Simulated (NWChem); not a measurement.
System: 1,1-difluoroethane (C$_{2}$H$_{4}$F$_{2}$); SMILES C(F)(C)F

Computed with NWChem. Coordinates come from a PBE0/def2-SVP optimisation. Level: M05-2X/def2-SVP with SMD (1 M gas to 1 M solution), gas-phase geometry.

| solvent | dielectric constant | solvation free energy (kcal/mol) | cavity-dispersion-structure term (kcal/mol) | dipole in solution (D) |
|---|---|---|---|---|
| water | 78.4 | -1.1 | 3.3 | 2.67 |
| diethyl ether | 4.24 | -3.6 | -0.3 | 2.55 |
| acetonitrile | 35.7 | -3.9 | 0.4 | 2.66 |
| toluene | 2.37 | -2.7 | -0.2 | 2.46 |
| 1-octanol | 9.86 | -3.5 | 0.5 | 2.62 |
